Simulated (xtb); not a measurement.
H2Si, charge +1, doublet, geometry from GFN2-xTB (a state made from the parent by changing its charge; the spin is typed, not shown lowest); GFN2-xTB run with xtb 6.7.1.

Input for xtb:
```
$ xtb coord --gfn 2 --chrg 1 --uhf 1 --json

# file coord
$coord
     -0.0027474161       0.1395899870       0.0081693049  si
     -2.5242268610      -1.0324833132       0.0332558161  h
      2.5626907434      -0.9217764105      -0.1476259907  h
$end
```

It wrote (shortened):

```
   ID    Z sym.   atoms
    1   14 si     1
    2    1 h      2, 3

           -------------------------------------------------
          |                Calculation Setup                |
           -------------------------------------------------

           -------------------------------------------------
          |                 G F N 2 - x T B                 |
           -------------------------------------------------

          ...................................................
          :                      SETUP                      :
          :.................................................:
          :  # basis functions                  12          :
          :  # atomic orbitals                  11          :
          :  # shells                            5          :
          :  # electrons                         5          :
          :  max. iterations                   250          :
          :  Hamiltonian                  GFN2-xTB          :
          :  restarted?                      false          :
          :  GBSA solvation                  false          :
          :  PC potential                    false          :
          :  electronic temp.          300.0000000     K    :
          :  accuracy                    1.0000000          :
          :  -> integral cutoff          0.2500000E+02      :
          :  -> integral neglect         0.1000000E-07      :
          :  -> SCF convergence          0.1000000E-05 Eh   :
          :  -> wf. convergence          0.1000000E-03 e    :
          :  Broyden damping             0.4000000          :
          :  net charge                          1          :
          :  unpaired electrons                  1          :
          ...................................................

 iter      E             dE          RMSdq      gap      omega  full diag
   1     -2.2171357 -0.221714E+01  0.174E+01    0.99       0.0  T
   2     -2.2281316 -0.109959E-01  0.116E+01    0.94       1.0  T
   3     -2.2274235  0.708086E-03  0.237E+00    0.95       1.0  T
   4     -2.2299038 -0.248027E-02  0.995E-01    1.15       1.0  T
   5     -2.2308993 -0.995596E-03  0.248E-01    1.11       1.0  T
   6     -2.2309647 -0.653293E-04  0.692E-02    1.10       1.0  T
   7     -2.2309680 -0.327317E-05  0.135E-02    1.10       4.3  T
   8     -2.2309680 -0.945004E-08  0.362E-03    1.10      15.9  T
   9     -2.2309680 -0.157898E-08  0.631E-04    1.10      91.6  T
  10     -2.2309680  0.517968E-10  0.293E-04    1.10     197.3  T

   *** convergence criteria satisfied after 10 iterations ***

         :::::::::::::::::::::::::::::::::::::::::::::::::::::
         ::                     SUMMARY                     ::
         :::::::::::::::::::::::::::::::::::::::::::::::::::::
         :: total energy              -2.213680829355 Eh    ::
         :: gradient norm              0.000007390713 Eh/a0 ::
         :: HOMO-LUMO gap              1.098587780290 eV    ::
         ::.................................................::
         :: SCC energy                -2.230967963895 Eh    ::
         :: -> isotropic ES            0.137404462100 Eh    ::
         :: -> anisotropic ES         -0.012268536259 Eh    ::
         :: -> anisotropic XC         -0.005437721272 Eh    ::
         :: -> dispersion             -0.000300021165 Eh    ::
         :: repulsion energy           0.017287134539 Eh    ::
         :: add. restraining           0.000000000000 Eh    ::
         :: total charge               1.000000000000 e     ::
         :::::::::::::::::::::::::::::::::::::::::::::::::::::

           -------------------------------------------------
          |                Property Printout                |
           -------------------------------------------------

    * Orbital Energies and Occupations

         #    Occupation            Energy/Eh            Energy/eV
      -------------------------------------------------------------
         1        2.0000           -0.9829410             -26.7472
         2        2.0000           -0.7117618             -19.3680
         3        1.0000           -0.5946868             -16.1823 (HOMO)
         4                         -0.5543144             -15.0837 (LUMO)
         5                         -0.4828589             -13.1393
         6                         -0.4625162             -12.5857
         7                         -0.3935361             -10.7087
         8                         -0.3782861             -10.2937
         9                         -0.3751602             -10.2086
        10                          0.2337172               6.3598
        11                          0.4488429              12.2136
      -------------------------------------------------------------
                  HL-Gap            0.0403724 Eh            1.0986 eV
             Fermi-level           -0.6138625 Eh          -16.7040 eV

     #   Z          covCN         q      C6AA      α(0)
     1  14 si       1.832     0.649   173.019    27.953
     2   1 h        0.916     0.175     1.233     1.737
     3   1 h        0.916     0.175     1.233     1.737

 Mol. C6AA /au·bohr⁶  :        234.022636
 Mol. C8AA /au·bohr⁸  :      14083.850168
 Mol. α(0) /au        :         31.426871

Wiberg/Mayer (AO) data.
largest (>0.10) Wiberg bond orders for each atom

 ---------------------------------------------------------------------------
     #   Z sym  total        # sym  WBO       # sym  WBO       # sym  WBO
 ---------------------------------------------------------------------------
     1  14 si   1.758 --     2 h    0.879     3 h    0.879
     2   1 h    0.965 --     1 si   0.879
     3   1 h    0.965 --     1 si   0.879
 ---------------------------------------------------------------------------

Topologies differ in total number of bonds
Writing topology from bond orders to xtbtopo.mol

molecular dipole:
                 x           y           z       tot (Debye)
 q only:        0.005      -0.252      -0.015
   full:        0.008      -0.404      -0.024       1.029
molecular quadrupole (traceless):
                xx          xy          yy          xz          yz          zz
 q only:        2.093       0.064      -0.788      -0.122       0.028      -1.305
  q+dip:        3.731       0.113      -1.382      -0.218       0.052      -2.349
   full:        1.526       0.068      -1.769      -0.043      -0.119       0.243

           -------------------------------------------------
          | TOTAL ENERGY               -2.213680829355 Eh   |
          | GRADIENT NORM               0.000007390713 Eh/α |
          | HOMO-LUMO GAP               1.098587780290 eV   |
           -------------------------------------------------

normal termination of xtb
```
